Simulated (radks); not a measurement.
Results of a calculation; reference values are marked as such.
Isoelectronic series with 30 electrons, each ion in its NIST ground configuration. Code: a radial shooting solver on a logarithmic mesh with Libxc functionals. Model: Dirac Kohn-Sham, PBE, spin-unpolarised, spherical densities, finite nucleus; Fermi nuclear charge, rms radius of each element as measured or else 0.836 A^(1/3) + 0.57 fm. Total energies (hartree) and orbital eigenvalues (eV):

ion    configuration  E (hartree)      4s1/2      3d5/2
Zn     [Ar] 3d10 4s2  -1796.07534    -5.9784    -9.9979
Ge2+   [Ar] 3d10 4s2  -2098.07862   -29.2462   -48.9511
Se4+   [Ar] 3d10 4s2  -2426.26158   -61.7140  -103.9167
Kr6+   [Ar] 3d10 4s2  -2780.64604  -102.2986  -172.8599
Sr8+   [Ar] 3d10 4s2  -3161.35432  -150.6078  -254.9887
Zr10+  [Ar] 3d10 4s2  -3568.55983  -206.4692  -349.9100
Mo12+  [Ar] 3d10 4s2  -4002.46922  -269.8065  -457.3991
Ru14+  [Ar] 3d10 4s2  -4463.32300  -340.5952  -577.3149
Pd16+  [Ar] 3d10 4s2  -4951.38386  -418.8423  -709.5633
Cd18+  [Ar] 3d10 4s2  -5466.93802  -504.5763  -854.0788
Sn20+  [Ar] 3d10 4s2  -6010.30127  -597.8422  -1010.814
Te22+  [Ar] 3d10 4s2  -6581.80685  -698.6976  -1179.736
Xe24+  [Ar] 3d10 4s2  -7181.82638  -807.2125  -1360.818
Ba26+  [Ar] 3d10 4s2   -7810.7484  -923.4666  -1554.041
Ce28+  [Ar] 3d10 4s2   -8468.9975  -1047.550  -1759.393
Nd30+  [Ar] 3d10 4s2   -9157.0265  -1179.562  -1976.864
Sm32+  [Ar] 3d10 4s2   -9875.2899  -1319.609  -2206.447
Gd34+  [Ar] 3d10 4s2  -10624.3556  -1467.815  -2448.139
Dy36+  [Ar] 3d10 4s2  -11404.7689  -1624.307  -2701.937
Er38+  [Ar] 3d10 4s2  -12217.1450  -1789.229  -2967.841
Yb40+  [Ar] 3d10 4s2  -13062.1059  -1962.729  -3245.853
Hf42+  [Ar] 3d10 4s2  -13940.3737  -2144.975  -3535.975
